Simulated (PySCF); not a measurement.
**`N#C/C=C/C=C/[O-]`, [C5H4NO]-, charge -1**

Cartesian coordinates in Å; atom numbers follow the order of the lines, from 1:
```xyz
11

N     3.451    1.670    0.713
C     2.478    1.023    0.633
C     1.324    0.225    0.547
C     0.125    0.664    0.002
C    -1.073   -0.035   -0.135
C    -2.221    0.561   -0.720
O    -3.332    0.065   -0.902
H     1.404   -0.794    0.939
H     0.114    1.699   -0.373
H    -1.157   -1.073    0.210
H    -2.033    1.632   -1.044
```

Total charge -1.

The calculation used TDDFT CAM-B3LYP/def2-TZVPD excited states, vertical, gas phase (PySCF 2.14.0). Geometry: PBE0-D3(BJ)/def2-SVP.

For a gas-phase anion, states above the detachment energy (about 2.4 eV, taken as minus the energy of the highest occupied orbital) lie in the continuum and depend on the basis.

Q: How strongly do the lowest singlets absorb one photon, and two photons of half the energy?

A: δ for parallel linear polarisation; σ at the peak of a Lorentzian of half width 0.1 eV, single beam; Ω is circular over linear.
| state | E (eV) | f | photon λ (nm) | δ (au) | σ (GM) | Ω | main |
| --- | --- | --- | --- | --- | --- | --- | --- |
| S1 | 4.00 | 0.000 | 620 | 22.8 | 0.13 | 1.50 | HOMO→LUMO 0.76, HOMO→LUMO+2 0.17 |
| S2 | 4.28 | 0.001 | 579 | 9.77 | 0.07 | 1.50 | HOMO→LUMO+2 0.63, HOMO→LUMO+3 0.22 |
| S3 | 4.35 | 0.902 | 570 | 35.3 | 0.24 | 1.50 | HOMO→LUMO+1 0.95 |
| S4 | 4.64 | 0.000 | 534 | 0.64 | 0.01 | 1.50 | HOMO−1→LUMO+1 0.82, HOMO−1→LUMO+8 0.10 |
| S5 | 4.68 | 0.001 | 530 | 5.26 | 0.04 | 1.50 | HOMO→LUMO+3 0.66, HOMO→LUMO+2 0.13 |
| S6 | 5.02 | 0.000 | 494 | 2.72 | 0.03 | 1.50 | HOMO→LUMO+7 0.57, HOMO→LUMO+4 0.23 |

Among these, the strongest one-photon state is S3, the strongest two-photon state S3.
